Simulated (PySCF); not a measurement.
This PySCF input asks for the NMR shieldings of `CB1C[SiH2][SiH2]N1`, C₂H₁₀BNSi₂; the geometry comes from GFN2-xTB.

```python
import basis_set_exchange as bse
import numpy as np
from pyscf import gto, dft
from pyscf.prop import nmr

atoms = """
C    -2.298129   -0.680479   -0.044150
B    -0.784503   -0.198320   -0.007854
C     0.398555   -1.142743   -0.514159
Si    2.081758   -0.266006   -0.304992
Si    1.204990    1.681619    0.557830
N    -0.437759    1.071435    0.471573
H    -2.599452   -0.955256   -1.054048
H    -2.998575    0.073313    0.311867
H    -2.439707   -1.570428    0.567783
H     0.231109   -1.420383   -1.556535
H     0.380350   -2.087983    0.031126
H     2.975674   -1.024693    0.586020
H     2.787374   -0.143232   -1.591642
H     1.437604    2.062956    1.960279
H     1.231352    2.931636   -0.218113
H    -1.178239    1.677510    0.793605
"""
names = dict.fromkeys(["C", "B", "Si", "N", "H"], "pcSseg-1")
basis = {el: gto.basis.parse(bse.get_basis(n, elements=[el], fmt="nwchem")) for el, n in names.items()}
mol = gto.M(atom=atoms, basis=basis, charge=0, verbose=0)
mf = dft.RKS(mol, xc="PBE0")
mf.grids.level = 2
mf.grids.alignment = dft.numint.BLKSIZE   # the property module wants whole blocks of grid points
mf.conv_tol = 1e-9
mf.kernel()

calc = nmr.RKS(mf)   # GIAO
C = mf.mo_coeff
Co = C[:, mf.mo_occ > 0]
resp = mf.gen_response(singlet=True, hermi=2)
def vind(x):   # induced exchange potential for any number of trial vectors
    d = np.einsum("pi,xij,qj->xpq", C, 2 * x.reshape(-1, C.shape[1], Co.shape[1]), Co, optimize=True)
    return np.einsum("xpq,pi,qj->xij", resp(d - d.transpose(0, 2, 1)), C, Co, optimize=True).ravel()
mo1, _ = nmr.rhf.solve_mo1(calc, with_cphf=vind)
sigma = calc.kernel(mo1)
for i, s in enumerate(sigma):   # ppm
    print("%2d %-2s %9.2f" % (i, mol.atom_pure_symbol(i), np.trace(s) / 3))
```

Q: What does it print?

A: 
```
 0 C     178.74
 1 B      49.41
 2 C     188.20
 3 Si    420.25
 4 Si    388.42
 5 N     145.65
 6 H      31.14
 7 H      31.39
 8 H      31.15
 9 H      31.33
10 H      31.31
11 H      27.70
12 H      27.69
13 H      26.70
14 H      26.70
15 H      27.70
```

These numbers come from an equivalent density-fitted implementation of the same equations, which agrees with the script to about 0.01 ppm for H and up to a few tenths of a ppm for heavy atoms, so last digits may differ.

Size and cost of the density-fitted run: 166 basis functions, 50 s wall time on 1 thread of an Arm Neoverse N1, shared host; peak memory 0.75 GiB.
